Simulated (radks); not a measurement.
Spherical quantum dot in the effective-mass picture: electrons in a parabolic well V = omega^2 r^2 / 2 with omega = 0.603, with a point charge +1 (a donor) at the centre, all in effective atomic units (hartree* = m*/eps^2 hartree, bohr* = eps/m* bohr), one dielectric constant everywhere. Method: non-relativistic Kohn-Sham, LDA (Slater exchange, Perdew-Wang correlation), spin-polarised, spherical densities; computed with a radial shooting solver with Libxc functionals. Levels are named by radial order and angular momentum (1s, 1p, 1d, 2s, ...), and open shells are averaged over m. Each electron was tried in the lowest free levels, single moves between levels near the top were tried too, and the lowest total energy was kept; such a search can miss a lower state. At N = 1 the Hartree and exchange-correlation terms need not cancel, so that row can carry a self-interaction error.

N	open shells	2S	E (hartree*)	mu = E(N) - E(N-1) (hartree*)	addition energy mu(N+1) - mu(N) (hartree*)	e(HOMO) (hartree*)	rms radius (bohr*)
1	1s(up 1, down 0)	1	-0.137268	-0.13727	0.7573	0.16797	1.184
2	none	0	0.482752	0.62002	1.269	0.88857	1.331
3	1p(up 1, down 0)	1	2.37170	1.8889	0.3753	2.0751	1.651
4	1p(up 2, down 0)	2	4.63598	2.2643	0.3756	2.4531	1.828
5	1p(up 3, down 0)	3	7.27582	2.6398	0.4605	2.8251	1.956
6	1p(up 3, down 1)	2	10.3761	3.1003	0.3335	3.2665	2.067
7	1p(up 3, down 2)	1	13.8099	3.4338	0.3328	3.6008	2.161
8	none	0	17.5764	3.7665	0.6080	3.9313	2.244
9	2s(up 1, down 0)	1	21.9510	4.3745	0.3447	4.5277	2.348
10	none	0	26.6702	4.7192	0.3750	4.8709	2.439
11	1d(up 1, down 0)	1	31.7643	5.0942	0.2796	5.2344	2.521
12	1d(up 2, down 0)	2	37.1381	5.3738	0.2766	5.5126	2.595
13	1d(up 3, down 0)	3	42.7885	5.6504	0.2733	5.7876	2.662
14	1d(up 4, down 0)	4	48.7122	5.9237	0.2699	6.0592	2.725
15	1d(up 5, down 0)	5	54.9057	6.1936	0.3284	6.3273	2.784
16	1d(up 5, down 1)	4	61.4277	6.5219	0.2562	6.6504	2.840
17	1d(up 5, down 2)	3	68.2058	6.7781	0.2542	6.9056	2.893
18	1d(up 5, down 3)	2	75.2381	7.0323	0.2518	7.1586	2.944
19	1d(up 5, down 4)	1	82.5223	7.2842	0.2494	7.4093	2.993
20	none	0	90.0558	7.5335	0.5629	7.6574	3.039
21	1f(up 1, down 0)	1	98.1523	8.0965	0.2322	8.2128	3.092
22	1f(up 2, down 0)	2	106.481	8.3286	0.2305	8.4441	3.142
23	1f(up 3, down 0)	3	115.040	8.5591	0.2287	8.6738	3.190
24	1f(up 4, down 0)	4	123.828	8.7878	0.2270	8.9016	3.236
25	1f(up 5, down 0)	5	132.843	9.0148	0.2252	9.1277	3.280
26	1f(up 6, down 0)	6	142.083	9.2400	0.2234	9.3519	3.322
27	1f(up 7, down 0)	7	151.546	9.4634	0.2739	9.5745	3.363
28	1f(up 7, down 1)	6	161.283	9.7373	0.2164	9.8457	3.403
29	1f(up 7, down 2)	5	171.237	9.9537	0.2151	10.061	3.441
30	1f(up 7, down 3)	4	181.406	10.169	0.2138	10.276	3.479
31	1f(up 7, down 4)	3	191.788	10.383	0.2125	10.489	3.515
32	1f(up 7, down 5)	2	202.383	10.595	0.2111	10.701	3.550
33	1f(up 7, down 6)	1	213.190	10.806	0.2097	10.911	3.585
34	none	0	224.206	11.016	0.2558	11.120	3.618
35	2p(up 1, down 0)	1	235.477	11.272	0.2118	11.378	3.652
36	2p(up 2, down 0)	2	246.961	11.483	0.2110	11.589	3.684
37	2p(up 3, down 0)	3	258.655	11.694	0.2409	11.800	3.716
38	2p(up 3, down 1)	2	270.591	11.935	0.2064	12.039	3.747
39	2p(up 3, down 2)	1	282.732	12.142	0.2057	12.245	3.778
40	none	0	295.080	12.347	0.3521	12.450	3.808
41	1g(up 1, down 0)	1	307.779	12.700	0.1931	12.796	3.840
42	1g(up 2, down 0)	2	320.672	12.893	0.1921	12.989	3.871
43	1g(up 3, down 0)	3	333.757	13.085	0.1912	13.181	3.901
44	1g(up 4, down 0)	4	347.033	13.276	-	13.371	3.931

All shells are closed at N = 2, 8, 10, 20, 34, 40 (there: 1s2 1p6 1d10 2s2 1f14 2p6); the second difference of the energy has clear peaks (12 % above both neighbours; the first and last values, which can be the largest, are not judged, and half-filled shells can peak too) at N = 2, 5, 8, 15, 20, 27, 34, 37, 40.
